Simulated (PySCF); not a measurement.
## I(2+): excitation energy

I(2+) [Kr] 4d10 5s2 5p3 (4S) → I(2+) [Kr] 4d10 5s2 5p2 5d1 (high-spin determinant), as a difference of total energies. Computed with PySCF 2.14 in aug-cc-pVTZ-PP with one added diffuse shell each of d, f type with ECP28MDF (6s5p5d3f, 67 functions), with a scalar-relativistic core potential. Correlated levels: valence: 4s2 4p6 4d10 frozen. The calculations carry no spin-orbit coupling.

```csv
method,excitation energy (eV)
UHF,14.748
LDA,13.922
PBE,13.707
PBE0,14.067
r2SCAN,14.269
TPSS,13.837
PW91,13.738
B97-3,14.101
BP86,13.758
MP2 (valence),14.469
SCS-MP2 (valence),14.459
```

Task: How much does correlation contribute at MP2 (valence)?

Result: 14.469 − (14.748) = -0.279 eV, measured against UHF.

The promoted electron is Rydberg-like, and one or two diffuse shells describe it only roughly, which tends to raise the upper state.

The determinant of the upper state mixes LS terms, which raises its energy above the lowest term, most at the Hartree-Fock and MP2 levels.
